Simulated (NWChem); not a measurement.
Everything below was run with NWChem. System: O3S, charge 0, spin multiplicity 1, displaced from the optimised geometry. Level: MP2/cc-pVDZ, 8 core orbitals frozen, spin-restricted.

Input file:

```
start mol
memory heap 200 mb stack 900 mb global 1100 mb
geometry units angstroms nocenter noautoz noautosym
  O      0.000000     0.000000     2.571288
  S      0.000000     0.000000     0.000006
  O     -1.272457     0.000000    -0.734661
  O      1.272457     0.000000    -0.734661
end
basis spherical
  * library cc-pvdz
end
scf
  rhf
  nopen 0
  maxiter 100
  thresh 1e-7
  semidirect memsize 60000000 filesize 0
end
mp2
  freeze core 8
end
task mp2 energy
```

NWChem printed:

```
             Northwest Computational Chemistry Package (NWChem) 7.3.0
             --------------------------------------------------------

                                NWChem Input Module
                                -------------------

 Scaling coordinates for geometry "geometry" by  1.889725989
 (inverse scale =  0.529177249)

                             Geometry "geometry" -> ""
                             -------------------------

 Output coordinates in angstroms (scale by  1.889725989 to convert to a.u.)

  No.       Tag          Charge          X              Y              Z
 ---- ---------------- ---------- -------------- -------------- --------------
    1 O                    8.0000     0.00000000     0.00000000     2.57128800
    2 S                   16.0000     0.00000000     0.00000000     0.00000600
    3 O                    8.0000    -1.27245700     0.00000000    -0.73466100
    4 O                    8.0000     1.27245700     0.00000000    -0.73466100

 Effective nuclear repulsion energy (a.u.)     150.9709581513

            Nuclear Dipole moment (a.u.)
            ----------------------------
        X                 Y               Z
 ---------------- ---------------- ----------------
     0.0000000000     0.0000000000    16.6594917235


 Summary of "ao basis" -> "" (spherical)
 ------------------------------------------------------------------------------
       Tag                 Description            Shells   Functions and Types
 ---------------- ------------------------------  ------  ---------------------
 *                          cc-pvdz                   on all atoms

 Summary of "ao basis" -> "ao basis" (spherical)
 ------------------------------------------------------------------------------
       Tag                 Description            Shells   Functions and Types
 ---------------- ------------------------------  ------  ---------------------
 O                          cc-pvdz                  6       14   3s2p1d
 S                          cc-pvdz                  8       18   4s3p1d

                                 NWChem SCF Module
                                 -----------------

  ao basis        = "ao basis"
  functions       =    60
  atoms           =     4
  closed shells   =    20
  open shells     =     0
  charge          =   0.00
  wavefunction    = RHF
  use symmetry    = F
  symmetry adapt  = F

 Summary of "ao basis" -> "ao basis" (spherical)
 ------------------------------------------------------------------------------
       Tag                 Description            Shells   Functions and Types
 ---------------- ------------------------------  ------  ---------------------
 O                          cc-pvdz                  6       14   3s2p1d
 S                          cc-pvdz                  8       18   4s3p1d

 Forming initial guess at       0.0s

      Superposition of Atomic Density Guess
      -------------------------------------

 Sum of atomic energies:        -621.76858514

      Non-variational initial energy
      ------------------------------

 Total energy =    -622.025707
 1-e energy   =   -1160.023540
 2-e energy   =     387.026875
 HOMO         =      -0.367169
 LUMO         =      -0.268873

 Starting SCF solution at       0.8s

 ----------------------------------------------
         Quadratically convergent ROHF

 Convergence threshold     :          1.000E-07
 Maximum no. of iterations :          100
 Final Fock-matrix accuracy:          1.000E-09
 ----------------------------------------------

              iter       energy          gnorm     gmax       time
             ----- ------------------- --------- --------- --------
                 1     -621.2022036632  2.42D+00  1.31D+00      0.8
                 2     -621.6679164548  1.08D+00  5.27D-01      0.8
                 3     -621.8009644543  6.70D-01  2.33D-01      0.9
                 4     -621.8345410694  3.76D-01  1.47D-01      0.9
                 5     -621.8421301104  1.35D-01  3.65D-02      0.9
                 6     -621.8434945260  4.78D-03  2.14D-03      0.9
                 7     -621.8435001906  1.61D-05  6.43D-06      1.0
                 8     -621.8435001906  6.69D-09  2.93D-09      1.0

       Final RHF  results
       ------------------

         Total SCF energy =   -621.843500190609
      One-electron energy =  -1157.877275949613
      Two-electron energy =    385.062817607740
 Nuclear repulsion energy =    150.970958151265

        Time for solution =      0.2s

             Final eigenvalues
             -----------------

              1
    1  -92.2161
    2  -20.7100
    3  -20.6419
    4  -20.6419
    5   -9.1973
    6   -6.8793
    7   -6.8777
    8   -6.8757
    9   -1.4992
   10   -1.3998
   11   -1.2680
   12   -0.8911
   13   -0.6991
   14   -0.6952
   15   -0.6624
   16   -0.5826
   17   -0.5820
   18   -0.5415
   19   -0.5136
   20   -0.5014
   21   -0.0055
   22   -0.0051
   23    0.2326
   24    0.2337
   25    0.5750
   26    0.5952
   27    0.6622
   28    0.6630
   29    0.7451
   30    0.7489

                       ROHF Final Molecular Orbital Analysis
                       -------------------------------------

 Vector   18  Occ=2.000000D+00  E=-5.415249D-01
              MO Center= -1.8D-13, -2.5D-15, -6.2D-01, r^2= 2.3D+00
   Bfn.  Coefficient  Atom+Function         Bfn.  Coefficient  Atom+Function
  ----- ------------  ---------------      ----- ------------  ---------------
    36      0.328004  3 O  px                50      0.328004  4 O  px
    38     -0.308404  3 O  pz                52      0.308404  4 O  pz
    41     -0.239860  3 O  pz                55      0.239860  4 O  pz
    39      0.234955  3 O  px                53      0.234955  4 O  px

 Vector   19  Occ=2.000000D+00  E=-5.135748D-01
              MO Center= -1.9D-13,  5.8D-15, -6.7D-01, r^2= 2.1D+00
   Bfn.  Coefficient  Atom+Function         Bfn.  Coefficient  Atom+Function
  ----- ------------  ---------------      ----- ------------  ---------------
    37      0.421956  3 O  py                51     -0.421956  4 O  py
    40      0.346364  3 O  py                54     -0.346364  4 O  py
    28     -0.156261  2 S  d -2

 Vector   20  Occ=2.000000D+00  E=-5.014227D-01
              MO Center= -1.5D-13, -2.7D-16, -2.2D-01, r^2= 2.3D+00
   Bfn.  Coefficient  Atom+Function         Bfn.  Coefficient  Atom+Function
  ----- ------------  ---------------      ----- ------------  ---------------
    18      0.455931  2 S  s                 38     -0.372757  3 O  pz
    52     -0.372757  4 O  pz                24      0.313618  2 S  pz
    41     -0.292747  3 O  pz                55     -0.292747  4 O  pz

 Vector   21  Occ=0.000000D+00  E=-5.456968D-03
              MO Center=  3.7D-15, -3.2D-13,  2.3D+00, r^2= 1.4D+00
   Bfn.  Coefficient  Atom+Function         Bfn.  Coefficient  Atom+Function
  ----- ------------  ---------------      ----- ------------  ---------------
     9      0.574245  1 O  pz                 6      0.535717  1 O  pz
    18      0.257830  2 S  s

 Vector   22  Occ=0.000000D+00  E=-5.097242D-03
              MO Center=  1.0D-14,  3.2D-13, -1.9D-01, r^2= 2.1D+00
   Bfn.  Coefficient  Atom+Function         Bfn.  Coefficient  Atom+Function
  ----- ------------  ---------------      ----- ------------  ---------------
    26      0.591044  2 S  py                23      0.453668  2 S  py
    40     -0.362129  3 O  py                54     -0.362129  4 O  py
    37     -0.315519  3 O  py                51     -0.315519  4 O  py

 Vector   23  Occ=0.000000D+00  E= 2.325667D-01
              MO Center=  2.3D-12,  3.1D-15,  2.6D-01, r^2= 2.5D+00
   Bfn.  Coefficient  Atom+Function         Bfn.  Coefficient  Atom+Function
  ----- ------------  ---------------      ----- ------------  ---------------
    25      1.407598  2 S  px                35      0.711987  3 O  s
    49     -0.711987  4 O  s                 41      0.341923  3 O  pz
    55     -0.341923  4 O  pz                22      0.272479  2 S  px
    38      0.210479  3 O  pz                52     -0.210479  4 O  pz
    31     -0.183928  2 S  d  1              39      0.169090  3 O  px

 center of mass
 --------------
 x =   0.00000000 y =   0.00000000 z =   0.41657975

 moments of inertia (a.u.)
 ------------------
         425.424098127324           0.000000000000           0.000000000000
           0.000000000000         610.391713808046           0.000000000000
           0.000000000000           0.000000000000         184.967615680722

  Mulliken analysis of the total density
  --------------------------------------

    Atom       Charge   Shell Charges
 -----------   ------   -------------------------------------------------------
    1 O    8     8.06   2.00  0.94  1.06  2.47  1.59  0.00
    2 S   16    15.01   2.00  2.01  1.00  0.71  6.00  1.98  0.78  0.53
    3 O    8     8.47   2.00  0.87  0.99  2.72  1.86  0.02
    4 O    8     8.47   2.00  0.87  0.99  2.72  1.86  0.02

       Multipole analysis of the density wrt the origin
       ------------------------------------------------

     L   x y z        total         open         nuclear
     -   - - -        -----         ----         -------
     0   0 0 0     -0.000000      0.000000     40.000000

     1   1 0 0      0.000000      0.000000      0.000000
     1   0 1 0     -0.000000      0.000000      0.000000
     1   0 0 1      0.608648      0.000000     16.659492

     2   2 0 0    -24.969090      0.000000     92.513239
     2   1 1 0     -0.000000      0.000000      0.000000
     2   1 0 1      0.000000      0.000000      0.000000
     2   0 2 0    -19.312994      0.000000      0.000000
     2   0 1 1     -0.000000      0.000000      0.000000
     2   0 0 2    -21.624727      0.000000    219.719746

                   NWChem MP2 Semi-direct Energy/Gradient Module
                   ---------------------------------------------

  Basis functions       =     60
  Molecular orbitals    =     60
  Frozen core           =      8
  Frozen virtuals       =      0
  Active alpha occupied =     12
  Active beta occupied  =     12
  Active alpha virtual  =     40
  Active beta virtual   =     40
  Use MO symmetry       = F
  Use skeleton AO sym   = F

  AO/Fock/Back tols     =   1.0D-09  1.0D-09  1.0D-09

 GA uses MA = F    GA memory limited = T

 Available:
  local mem=  1.26D+08
 global mem=  1.44D+08
 local disk=  0.00D+00
  mp2_memr nvloc                    40
  nvloc new                    40
   1 passes of  12:        3145728                      19584                   2927509.
   1 passes of  12: M    126153212           G      144172000           F     123007484.

 Semi-direct pass number   1 of   1  for RHF alpha+beta  at        1.0s
  vrange nnbf                  1790
  mp2_eaftype                    11  avail_ma_in_mb                  1099
 EAF : mp2_eaftype filesize          11    1463754.
  mp2_eaf for mointskh                     11
Node 0 wrote      6.9 Mb in      0.0 s     Agg I/O rate:  1381.4 Mb/s
 Done moints_semi at        3.3s
  mp2_eaftype                    11  avail_ma_in_mb                  1088
 EAF : mp2_eaftype filesize          11    1463754.
  mp2_eaf for kh                    11
 Done maket at        3.3s
 Done multipass loop at        3.3s

          -------------------------------------------
          SCF energy                -621.843500190609
          Correlation energy          -0.657078638869
          Singlet pairs               -0.395638223640
          Triplet pairs               -0.261440415229
          Total MP2 energy          -622.500578829478
          -------------------------------------------

          ---------------------------------------------------
                    Spin Component Scaled (SCS) MP2
          Same spin pairs                     -0.174293610153
          Same spin scaling factor             0.333333333333
          Opposite spin pairs                 -0.482785028716
          Opposite spin scaling fact.          1.200000000000
          SCS-MP2 correlation energy          -0.637439904510
          Total SCS-MP2 energy              -622.480940095119
          ---------------------------------------------------

 -----------------------
 Performance information
 -----------------------

 Timer overhead =  1.01D-07 seconds/call

               Nr. of calls         CPU time (s)                 Wall time (s)                GFlops
             ---------------    -------------------     ------------------------------   -------------------
Name         Min   Avg   Max    Min     Avg     Max     Min     Avg     Max   Mx/calls   Min     Max     Sum
mp2: moin     1     1     1    2.3     2.3     2.3      2.3     2.3     2.3     2.3      0.0     0.0     0.0
mp2: make     1     1     1   2.77E-2 2.77E-2 2.77E-2  2.77E-2 2.77E-2 2.77E-2 2.77E-2   0.0     0.0     0.0
mp2: tota     1     1     1    2.3     2.3     2.3      2.3     2.3     2.3     2.3      0.0     0.0     0.0

 The average no. of pstat calls per process was 3.00D+00
 with a timing overhead of 3.04D-07s

 Task  times  cpu:        3.3s     wall:        3.3s

 Total times  cpu:        3.4s     wall:        3.4s
```
